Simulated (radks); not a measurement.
Valence configurations of Tl+. Method: non-relativistic Kohn-Sham, LDA (Slater exchange, Perdew-Wang correlation), spin-polarised, spherical densities, point nucleus; open shells are filled with parallel spins first (spin-orbit coupling, left out, can overturn this in heavy ions); relativity is left out, which matters for an element this heavy; computed with a radial shooting solver on a logarithmic mesh with Libxc functionals. Energies are relative to [Hg]; eigenvalues in eV for spin up.

valence                     E (eV)  moment (Bohr magnetons)    e(4f)    e(5d)    e(6p)    e(6s)
[Hg]                         0.000                        0  -138.79  -25.529        -  -14.220
[Xe] 4f14 5d10 6s1 6p1       5.114                        2  -140.04  -26.854   -9.687  -15.530
[Xe] 4f13.5 5d10 6s2 6p0.5  67.272                        1  -149.01  -28.849   -9.506  -15.518
[Xe] 4f14 5d9 6s2 6p1       18.331                        2  -145.24  -30.785  -10.363  -16.662
[Xe] 4f13 5d10 6s2 6p1      138.90                        2  -159.40  -32.208  -10.408  -16.754
[Xe] 4f14 5d10 6s1.5 6p0.5   2.703                        1  -139.45  -26.223   -9.154  -14.915
[Xe] 4f11.5 5d10 6s2 6p2.5  380.86                        5  -191.50  -42.533  -12.888  -20.228
[Xe] 4f11.5 5d9.5 6s2 6p3   395.71                        6  -194.91  -45.200  -13.627  -21.257
[Xe] 4f13.5 5d9.5 6s2 6p1   77.228                        2  -152.28  -31.498  -10.386  -16.709
[Xe] 4f13.5 5d9.5 6s1 6p2   82.315                        4  -153.35  -32.636  -11.317  -17.802

NIST lists [Hg] as the ground configuration; this level of theory agrees among the configurations tried. The energies are those of spherical high-spin densities, not of single terms. Relativity is left out, which favours d and f over s occupation in heavy atoms.
